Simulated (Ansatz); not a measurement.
The cluster NbB7, relaxed as a singlet with RKS PBE-D4/def2-SVP in Ansatz, starting from the GFN2-xTB geometry. Force threshold 0.02 eV/Å.

In the def2 sets Nb takes a core potential; there is no spin–orbit coupling. The restricted singlet is unstable towards broken spin symmetry at other levels; at PBE-D4/def2-SVP this wasn't settled. Another isomer (singlet) lies 0.36 eV lower at PBE0-D4/def2-TZVP; other spin states weren't run for this one.

Start:

```tsv
atom	x (Å)	y (Å)	z (Å)
Nb1	2.152	-0.185	1.543
B2	-1.164	-0.493	-1.406
B3	0.155	-1.261	-1.235
B4	-0.111	0.042	-0.124
B5	-0.976	1.327	0.654
B6	-1.675	0.681	-0.551
B7	0.364	0.962	1.303
B8	1.256	-1.073	-0.184
```

(1) Estimate the energy that the relaxation releases and the steps that it takes.

(2) Does the start keep its bonding and symmetry?

(3) Predict the relaxed structure.

Results:

(1) 16.8 kcal/mol, in 7 steps; 12 s on 2 threads of AMD EPYC 7R13 on a shared host. No frequencies were taken in this run, so the end may be a saddle point.

(2) By distances, no bond broke or formed. The bond that changes most is Nb1–B4, from 2.82 to 2.42 Å (atoms count from 1). Point group Cs at the start, C2v at the end, both within 0.05 Å.

(3) 
```xyz
8

Nb    1.976   -0.148    1.386
B    -1.149   -0.481   -1.416
B     0.164   -1.305   -1.270
B    -0.002   -0.001    0.000
B    -1.004    1.367    0.682
B    -1.663    0.693   -0.559
B     0.353    1.047    1.399
B     1.324   -1.173   -0.222
```
Bond lengths: 11 × B–B 1.54 to 1.89 Å; 3 × B–Nb 2.02 to 2.42 Å.
